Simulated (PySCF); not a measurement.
Species: C₅H₉NSi.
Geometry (GFN2-xTB, Å), atoms numbered from 1 in this order:
```xyz
16
C5H9NSi angstrom
C     -1.986   -0.770    1.348
C     -1.123   -0.632    0.343
C     -1.321   -1.338   -0.858
N     -1.431   -1.889   -1.859
Si     0.426    0.485    0.384
C      1.948   -0.618    0.115
C      0.263    1.762   -1.012
H     -1.851   -0.237    2.275
H     -2.851   -1.413    1.284
H      0.440    1.123    1.710
H      2.863   -0.034    0.124
H      1.892   -1.131   -0.842
H      2.035   -1.377    0.888
H      1.122    2.425   -1.040
H      0.190    1.273   -1.980
H     -0.624    2.378   -0.890
```

The calculation used TDDFT B3LYP/def2-SVPD, vertical, gas phase, core orbitals frozen in the response in PySCF.

Frontier orbitals with the atoms that hold most of them (Löwdin shares over 4%, at most four atoms; ? is withheld):

```json
{"orbital": "HOMO-3", "ε (eV)": "-9.25", "atoms": "Si5 28%, H10 24%, C7 13%, C6 13%"}
{"orbital": "HOMO-2", "ε (eV)": "-9.00", "atoms": "C6 23%, C7 23%, Si5 19%, N4 7%"}
{"orbital": "HOMO-1", "ε (eV)": "-8.70", "atoms": "N4 25%, C2 21%, C3 16%, Si5 14%"}
{"orbital": "HOMO", "ε (eV)": "-7.95", "atoms": "?"}
{"orbital": "LUMO", "ε (eV)": "-1.84", "atoms": "?"}
{"orbital": "LUMO+1", "ε (eV)": "0.16", "atoms": "N4 19%, Si5 17%, C3 14%, H10 9%"}
{"orbital": "LUMO+2", "ε (eV)": "0.27", "atoms": "Si5 19%, C1 12%, C6 10%, C7 10%"}
```

**Question.** Which atoms hold the HOMO, and with what shares?

**Answer.** C1 (bonded to C and 2 H) 28%; C2 (bonded to 2 C and Si) 23%; N4 (bonded to C) 19%; C3 (bonded to C and N) 12%. By element: carbon 63% or more, nitrogen 19%.

**Question.** Give the leading atoms of the LUMO.

**Answer.** C1 (bonded to C and 2 H) 35%; C2 (bonded to 2 C and Si) 25%; N4 (bonded to C) 14%; C3 (bonded to C and N) 11%. By element: carbon 71% or more, nitrogen 14%.

**Question.** How does S1 compare with the orbital gap of 6.11 eV?

**Answer.** S1 is at 5.56 eV (f = 0.0025), 0.56 eV below the gap, made of HOMO-1→LUMO (98%). Its leading pair isn't HOMO and LUMO; the energies of that pair differ by 6.86 eV. Without the coupling terms of the response equations the lowest excitation would equal the gap.

**Question.** One configuration dominates each of S1, S2, S3 and S6. Which, and how do the shares of the two leading atoms of either orbital change from the occupied to the empty one?

**Answer.** 
- S1 (5.56 eV, f 0.0025), HOMO-1→LUMO (98%): N4 25% → 14%, C2 21% → 25%, C1 at most 14% → 35%
- S2 (6.01 eV, f 0.240), HOMO→LUMO (85%): C1 28% → 35%, C2 23% → 25%
- S3 (6.40 eV, f 0.039), HOMO-2→LUMO (89%): C6 23% → at most 12%, C7 23% → at most 12%, C1 at most 8% → 35%, C2 at most 8% → 25%
- S6 (6.88 eV, f 0.0026), HOMO→LUMO+1 (79%): C1 28% → at most 10%, C2 23% → at most 10%, N4 19% → 19%, Si5 at most 13% → 17%

Löwdin shares depend on the basis, the more so with diffuse functions.

One conformer stands for the species.
